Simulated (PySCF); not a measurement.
## Electric field gradients and quadrupole coupling constants

Compound: C4H3FN2.
Atom-mapped SMILES: `[F:1][c:2]1[cH:3][n:4][cH:5][cH:6][n:7]1` (hydrogens: H8 on C3; H9 on C5; H10 on C6)

Geometry (PBE0-D3(BJ)/def2-SVP, Å), atoms numbered from 1 in this order:
```
atom  x, y, z in Å
F1    -1.8605   -1.5689    0.4342
C2    -0.7658   -0.8496    0.2681
C3    -0.8789    0.5396    0.1331
N4     0.2045    1.2805   -0.0326
C5     1.3791    0.6505   -0.0640
C6     1.4639   -0.7331    0.0711
N7     0.3756   -1.4845    0.2388
H8    -1.8591    1.0263    0.1629
H9     2.2776    1.2603   -0.1998
H10    2.4298   -1.2483    0.0439
```

Field gradients from the PBE0/pcSseg-1 density (PySCF, non-relativistic), principal values in atomic units, ordered |Vxx| ≤ |Vyy| ≤ |Vzz|:

| atom | Vxx | Vyy | Vzz |
| --- | --- | --- | --- |
| N4 | 0.3097 | 0.9183 | -1.2280 |
| N7 | 0.3575 | 0.7395 | -1.0970 |

Task: Find the asymmetry η = (Vxx − Vyy)/Vzz and the couplings χ = eQV/h (234.96 MHz × Q in barn × V in au), with Q(14N) = 0.02044 b.

Result: 
```json
{"atom": "N4", "environment": "pyridine-type nitrogen", "nucleus": "14N", "η": "0.50", "χzz (MHz)": "-5.90", "χxx (MHz)": "1.49", "χyy (MHz)": "4.41"}
{"atom": "N7", "environment": "pyridine-type nitrogen", "nucleus": "14N", "η": "0.35", "χzz (MHz)": "-5.27", "χxx (MHz)": "1.72", "χyy (MHz)": "3.55"}
```

Task: What is Vzz at N7 in SI units (1 au = 9.71736 × 10²¹ V/m²)?

Result: -1.0970 au = -10.660 × 10²¹ V/m².

Task: What couplings would deuterons (Q(2H) = 0.00286 b) have in place of the hydrogens, at this geometry?

Result: 
```tsv
atom	bonded to	bond length (Å)	Vzz (au)	η	χzz (kHz)
H8	C3	1.095	0.2937	0.07	197
H9	C5	1.094	0.2955	0.07	199
H10	C6	1.095	0.2932	0.06	197
```

Isolated species at its PBE0-D3(BJ)/def2-SVP geometry, gas phase. With a basis this small, the couplings can be 20 % off.

The run behind these numbers computed NMR shieldings as well. Hardware: one thread, Arm Neoverse V2, shared host. Cost: 8.5 s.
